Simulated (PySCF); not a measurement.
C₄H₉OS₂ (doublet state).
SMILES with atom numbers: `[CH3:1][CH:2][S:3][CH2:4][S@:5]([CH3:6])=[O:7]` (hydrogens: H8, H9, H10 on C1; H11 on C2; H12, H13 on C4; H14, H15, H16 on C6)

Geometry (GFN2-xTB, Å), atoms numbered from 1 in this order:
```
atom  x, y, z in Å
C1     2.323   -0.617    0.468
C2     1.648    0.017   -0.691
S3     0.614    1.379   -0.554
C4    -0.318    0.998    0.947
S5    -1.085   -0.709    0.821
C6    -2.399   -0.195   -0.360
O7    -1.743   -0.905    2.110
H8     3.059    0.054    0.928
H9     1.614   -0.913    1.241
H10    2.852   -1.507    0.131
H11    2.130   -0.012   -1.653
H12    0.333    0.999    1.819
H13   -1.094    1.749    1.063
H14   -2.941   -1.086   -0.659
H15   -1.928    0.261   -1.224
H16   -3.072    0.496    0.137
```

The hyperfine couplings belong to this conformer and change with its torsions.

Computed, not measured: PySCF, UKS B3LYP, pcH-1 on C H O S, non-relativistic, mean-field spin-orbit, GIAO. The structure is a single GFN2-xTB conformer in the gas phase; no vibrational or solvent corrections. A GFN2-xTB geometry isn't a minimum of the functional, and hyperfine couplings can be far from their values at a DFT geometry. The SCF solution wasn't tested for stability.

(1) Give the principal g shifts and their parts.

(2) What are the electron Larmor frequencies g μB B/h along the three axes at 330 mT?

(3) What effective moment and Curie constant follow for a powder?

(4) At 9.722 GHz, how far is the centre of the isotropic spectrum from where a free electron (g = 2.002319) resonates?

(5) In a frozen sample, at which fields do the three g values resonate at 9.5, 34, 94 and 263 GHz (hyperfine left aside), and which band first spreads them over more than twice a line width of 0.3 mT?

Answers

(1) 
```tsv
Δg (ppt)	1	2	3
relativistic mass correction	-0.17	-0.17	-0.17
gauge correction	0.01	0.05	0.05
orbital Zeeman/spin–orbit	0.09	1.69	5.59
total	-0.07	1.57	5.48
```

So g = 2.00225, 2.00389, 2.00780 and g_iso = 2.00464; the tensor is rhombic: the two nearest values differ by 30 % of g3 − g1. Axes: g2 points within 9° of the C2–S3 bond and g3 points within 15° of the S3–C4 bond.

(2) 9.2479, 9.2555, 9.2735 GHz for g1, g2 and g3, a range of 25.6 MHz.

(3) With the mean of g² = 4.0186 and S(S+1) = 0.75: μ_eff = √(⟨g²⟩S(S+1)) = 1.736 μB and χT = 0.12505·⟨g²⟩·S(S+1) = 0.377 cm³ K/mol (cgs; spin-Hamiltonian part alone).

(4) B = hν/(g μB) with μB/h = 13.99624 MHz/mT gives 346.91 mT for the free electron and 346.50 mT at g_iso, 0.40 mT lower.

(5) 
| band | GHz | B(g3) mT | B(g2) mT | B(g1) mT | spread mT |
| --- | --- | --- | --- | --- | --- |
| X | 9.5 | 338.06 | 338.72 | 339.00 | 0.94 |
| Q | 34.0 | 1209.90 | 1212.25 | 1213.25 | 3.35 |
| W | 94.0 | 3345.00 | 3351.52 | 3354.28 | 9.27 |
| J | 263.0 | 9358.90 | 9377.14 | 9384.84 | 25.95 |

The spread grows in proportion to the frequency. X band is the first where it exceeds 0.6 mT.

The largest Mulliken spin populations are on C2 (+0.84), S3 (+0.14) and C1 (-0.06). The angles at C2 add up to 353.6°, so it is slightly pyramidal.

The HOMO–LUMO gaps are 5.31 eV among the α and 4.63 eV among the β orbitals.

On one thread of an Arm Neoverse N1 (shared host), this took 2.5 min wall.
